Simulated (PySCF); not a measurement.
**Radial density of N³⁺ (nitrogen, charge +3)**

UHF, [He] 2s2, closed-shell 1S. All numbers are calculated (PySCF 2.14, the non-relativistic Hamiltonian (point nucleus), in dyall-av2z (11s7p2d, 42 functions)).

```json
{"r (bohr)": "0.00416", "4πr²ρ (e/bohr)": "0.04316"}
{"r (bohr)": "0.00699", "4πr²ρ (e/bohr)": "0.1178"}
{"r (bohr)": "0.0118", "4πr²ρ (e/bohr)": "0.3109"}
{"r (bohr)": "0.0198", "4πr²ρ (e/bohr)": "0.7878"}
{"r (bohr)": "0.0333", "4πr²ρ (e/bohr)": "1.845"}
{"r (bohr)": "0.0559", "4πr²ρ (e/bohr)": "3.814"}
{"r (bohr)": "0.0941", "4πr²ρ (e/bohr)": "6.359"}
{"r (bohr)": "0.158", "4πr²ρ (e/bohr)": "7.436"}
{"r (bohr)": "0.266", "4πr²ρ (e/bohr)": "4.811"}
{"r (bohr)": "0.448", "4πr²ρ (e/bohr)": "1.589"}
{"r (bohr)": "0.753", "4πr²ρ (e/bohr)": "1.836"}
{"r (bohr)": "1.27", "4πr²ρ (e/bohr)": "1.455"}
{"r (bohr)": "2.13", "4πr²ρ (e/bohr)": "0.1843"}
{"r (bohr)": "3.58", "4πr²ρ (e/bohr)": "0.001349"}
```
